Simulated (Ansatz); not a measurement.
The molecule O2+, multiplicity 2 (the spin of the measured ground state). The T1 diagnostic near the minimum is 0.072, so single-reference values are doubtful.

Constants: fifth-degree fit in 1/R to seven points, most abundant isotopes. In def2 and cc sets the state is the lowest found near the PBE0 minimum, followed along R.

Correlated levels freeze the cores.

Programs: Ansatz (Gaussian orbitals). 

Quantity: r_e, from seven points a level.

Costs are ratios of core time to PBE/def2-TZVPP (roughly 5 s), for whole runs (searches for the state included, and forces where a run took them) on one shared machine, so rough; each error counts from the measured 1.1164 Å [Huber and Herzberg (1979), NIST Chemistry WebBook].

```csv
level,basis functions,cost,error (Å)
SVWN5/def2-TZVPP,62,×0.7,-0.006
PBE0/def2-TZVPP,62,×0.8,-0.018
B3LYP/def2-TZVPP,62,×1,-0.011
PBE/def2-TZVPP,62,×1,0.006
B2PLYP/def2-TZVPP,62,×1,0.006
CAM-B3LYP/def2-TZVPP,62,×1,-0.017
BHLYP/def2-TZVPP,62,×1,-0.034
r2SCAN/def2-TZVPP,62,×2,-0.007
wB97M-V/def2-TZVPP,62,×2,-0.015
wB97X-V/def2-TZVPP,62,×2,-0.015
B97M-V/def2-TZVPP,62,×3,-0.013
```

The cheapest listed level whose error stays within 0.005 Å: none of those listed.

Ansatz is a program for electronic structure.
